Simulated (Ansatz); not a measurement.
System: CBr2, charge -1, multiplicity 2. 
Geometry from a B3LYP-D3(BJ)/def2-TZVP (Ansatz, an electronic-structure program) optimisation:
```
C
Br 1 2.0811
Br 1 2.0811 2 105.82
```
Charge -1, spin multiplicity 2.

Basis-set convergence of Hartree-Fock and CCSD(T) correlation energies (hartree) with Ansatz. Correlated levels leave the core frozen unless marked. UHF or UKS for open shells. No spin-orbit coupling. Frozen are the shells of the preceding noble gas and the d and f shells that filled before the atom's block. No relativistic terms.

```
basis        functions        E(HF)  E(corr, CCSD(T))
-----------  ---------  -----------  ----------------
aug-cc-pVDZ         95  -5182.60372          -0.41416
aug-cc-pVTZ        164   (withheld)        (withheld)
```

Some entries are withheld; supply them.


- aug-cc-pVTZ, E(HF): -5182.75643
- aug-cc-pVTZ, E(corr, CCSD(T)): -0.53524
